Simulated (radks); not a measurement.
Values are calculated unless marked as measured or tabulated.
Ionisation of Cl3+, [Ne] 3s2 3p2, to Cl4+, [Ne] 3s2 3p1, under several functionals. Non-relativistic Kohn-Sham, spin-polarised, spherical densities, point nucleus; open shells are filled with parallel spins first; a radial shooting solver on a logarithmic mesh with Libxc functionals.

\begin{tabular}{lrrrrrr}
functional & E(Cl3+) (hartree) & Exc (hartree) & IE (eV) & -e(HOMO) (eV) & <r> HOMO (bohr) & IE error (eV) \\ \hline
AM05 & -455.99617 & -25.56914 & 53.200 & 46.233 & 1.508 & -0.040 \\
SOGGA & -456.37647 & -25.96224 & 53.146 & 46.196 & 1.510 & -0.094 \\
HCTH/407 & -457.39606 & -27.03894 & 53.849 & 46.945 & 1.496 & +0.609 \\
r2SCAN & -457.30206 & -26.92095 & 53.536 & 46.769 & 1.511 & +0.296 \\
TASK exchange with Perdew-Wang LDA correlation & -457.12811 & -26.74103 & 53.845 & 47.148 & 1.507 & +0.605 \\
MS2 meta-GGA & -457.33387 & -26.95396 & 53.445 & 46.648 & 1.511 & +0.205 \\
exchange-only r2SCAN & -456.76939 & -26.38048 & 52.719 & 46.032 & 1.516 & -0.521 \\
Tao-Mo meta-GGA & -457.22308 & -26.83288 & 53.280 & 46.376 & 1.511 & +0.040 \\
OLYP & -457.38578 & -27.01727 & 53.386 & 46.419 & 1.506 & +0.146 \\
\end{tabular}

NIST Atomic Spectra Database: 53.2 eV (semi-empirical). Closest: AM05. The Delta-SCF values span 1.13 eV, the total energies 1.40 hartree. The highest occupied level is 3p. Open shells are spherical and high-spin; term and fine-structure splittings are not resolved.
